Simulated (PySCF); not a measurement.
Spectrum to structure. Theory: PySCF 2.14.0, density-fitted response routines, TDDFT PBE0/def2-SVPD, vertical, gas phase, core orbitals frozen in the response. Geometries: GFN2-xTB, one conformer each.

| state | λ (nm) | f |
| --- | --- | --- |
| S1 | 307.5 | 0.0000 |
| S2 | 246.8 | 0.0002 |
| S3 | 219.3 | 0.022 |
| S4 | 216.1 | 0.176 |
| S5 | 189.0 | 0.116 |
| S6 | 180.3 | 0.0000 |
| S7 | 177.3 | 0.018 |
| S8 | 164.4 | 0.011 |

Orbital energies (eV): HOMO-3 -10.99, HOMO-2 -8.78, HOMO-1 -7.56, HOMO -7.24, LUMO -1.31, LUMO+1 -0.82, LUMO+2 0.53.

Problem. Which candidate is it? All have the formula C5H4O2.
A. `C=CC#CC(=O)O`
B. `C#C/C=C/C(=O)O`
C. `O=c1ccocc1`

Solution. C. Its S1, at 4.03 eV, is the lowest among the candidates; the nearest of the others has S1 at 4.31 eV. S1 is HOMO→LUMO (98%). Löwdin shares by element: HOMO oxygen 67% or more, carbon 27% or more; LUMO carbon 49% or more, oxygen 21% or more (atoms not listed hold the other 30%). At the same level the other candidates give, for their lowest levels:
- `C=CC#CC(=O)O`: 287 nm (f 0.000); 246 nm (f 0.437); 238 nm (f 0.000); 193 nm (f 0.002); 186 nm (f 0.025); T1 3.11 eV; HOMO -7.76, LUMO -2.16 eV
- `C#C/C=C/C(=O)O`: 284 nm (f 0.000); 262 nm (f 0.000); 249 nm (f 0.464); 196 nm (f 0.021); 190 nm (f 0.000); T1 2.91 eV; HOMO -7.71, LUMO -2.33 eV
Triplets come from the Tamm–Dancoff approximation.
